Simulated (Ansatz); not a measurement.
Process, species as SMILES: Br (HBr) → [Br-] + H+
B3LYP-D3(BJ)/def2-TZVP geometries, fixed; electronic energies without zero-point terms.

Basis-set convergence of the deprotonation energy at HF with Ansatz (a program for electronic structure). All functions are spherical. No added dispersion term, no relativity. Functions are those of the species that has most. Reference: the value in aug-cc-pV5Z, 323.64 kcal/mol, itself unsure by roughly 0.05 kcal/mol (its mean distance from aug-pcseg-3, aug-cc-pVQZ, def2-QZVPPD). Deviations are taken from unrounded values.

```csv
basis,functions
cc-pVDZ,32
aug-cc-pVDZ,45
cc-pVTZ,57
aug-cc-pVTZ,82
cc-pVQZ,98
aug-cc-pVQZ,139
cc-pV5Z,159
aug-cc-pV5Z,220
```

Problem. Which is the smallest correlation-consistent set listed that can be trusted to 2 kcal/mol here, that is, within that of the reference together with its larger relatives (same family, alike in diffuse functions; a set with none to test it counts only in the reference's own line)?

Solution. The smallest set listed that lies within 2 kcal/mol of the reference with all its larger relatives (same family, alike in diffuse functions; a set with none counts only in the reference's own line) is aug-cc-pVTZ (82 functions, -0.45 kcal/mol off). Value minus reference: cc-pVDZ 8.81, aug-cc-pVDZ -2.84, cc-pVTZ 2.52, aug-cc-pVTZ -0.45, cc-pVQZ 0.81, aug-cc-pVQZ -0.09, cc-pV5Z 0.57, aug-cc-pV5Z 0.00 kcal/mol.
